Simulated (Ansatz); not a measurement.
Name a neutral molecule of Br, C, Cl, Si and H with HOMO–LUMO gap (PBE/def2-TZVPP) between 4.80 and 5.10 eV and size of the dipole moment (B3LYP/def2-TZVPP) between 2.05 and 2.35 D (Ansatz, PBE0-D4/def2-TZVP geometry).

`C=C[SiH](Cl)Br` (5.04 eV, 2.20 D). Other molecules can fit too; these were computed, each in one conformer that needn't be the lowest.

B3LYP here is the variant with VWN-RPA as its local correlation; programs differ in this.
